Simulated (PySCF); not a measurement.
[Eu(NH2)2]+: from a saddle point downhill

PySCF 2.14.0, RKS PBE0, Eu lcecp-1-SVP with ECP52, N def2-SVP, H def2-SVP; non-relativistic Hamiltonian with scalar-relativistic core potentials where named; density fitting; no spin-orbit coupling. Relaxed within the symmetry of its start, the geometry (C2v) is

```xyz
7

Eu    0.0000    0.0000   -0.2203
N     1.7421    0.0000    0.9919
H     2.1490   -0.8106    1.4668
H     2.1490    0.8106    1.4668
N    -1.7421    0.0000    0.9919
H    -2.1490    0.8106    1.4668
H    -2.1490   -0.8106    1.4668
```

and its lowest harmonic modes are -396, -392, 152, 347, 374, 535 cm⁻¹ (negative: unstable). It was moved along the lowest mode and relaxed again, within the group Cs that the move left.

Question: Where does it end, and how much lower?

Answer: In C2v, 0.522 eV lower, after 17 steps:
```xyz
7

Eu    0.0000    0.7830    0.0237
N     1.6725    0.0326    1.0545
H     1.6143   -0.5687    1.8813
H     2.6700    0.1584    0.8677
N    -1.6725    0.0326    1.0545
H    -2.6700    0.1584    0.8677
H    -1.6143   -0.5687    1.8813
```

Question: How do the contacts change?

Answer: 
```
     contact  saddle (Å)  end (Å)
Eu1–N2 (NH2)       2.122    2.103
Eu1–N5 (NH2)       2.122    2.103
```


Question: Is the end a minimum?

Answer: Yes; lowest modes 132, 240, 262, 365, 442, 602 cm⁻¹.

An lcecp potential fixes the number of 4f electrons, so in runs with it no electron can move into or out of that shell.

State: singlet in the valence, with the 4f electrons in the core potential.
